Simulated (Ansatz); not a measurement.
Gas-phase electronic energies from Ansatz, PBE0-D4/def2-TZVP geometries. CBS: MP2 limit from def2 TZ/QZ plus the TZ coupled-cluster correction, frozen cores. def2 core potentials past Kr. For Ga, Sn outer-core shells are correlated without core-valence functions, which leaves a few kJ/mol of doubt a bond. Scalar relativity is left out up to krypton. One conformer a species, not always the lowest.

`F[CH2][SnH2][Cl]` + `C#[C][GaH2]` → `F[CH2][SnH3]` + `C#[C][GaH][Cl]`  (redistribution)

```
           species  HF/def2-TZVPP energy (Eh)
`F[CH2][SnH2][Cl]`                 -812.57296
     `C#[C][GaH2]`                -2000.68679
    `F[CH2][SnH3]`                 -353.58036
  `C#[C][GaH][Cl]`                -2459.69248
```

(1) Work out ΔE.

Largest T1 diagnostic among the species: 0.014.

Answers

(1) ΔE = (-353.58036) + (-2459.69248) − (-812.57296) − (-2000.68679) = -0.01309 Eh = -0.36 eV. CCSD(T)/CBS gives -0.32 eV.

In def2-TZVPP, CCSD(T) changes the Hartree–Fock value by −0.05 eV (the triples alone add −0.00 eV) and MP2 by −0.04 eV.
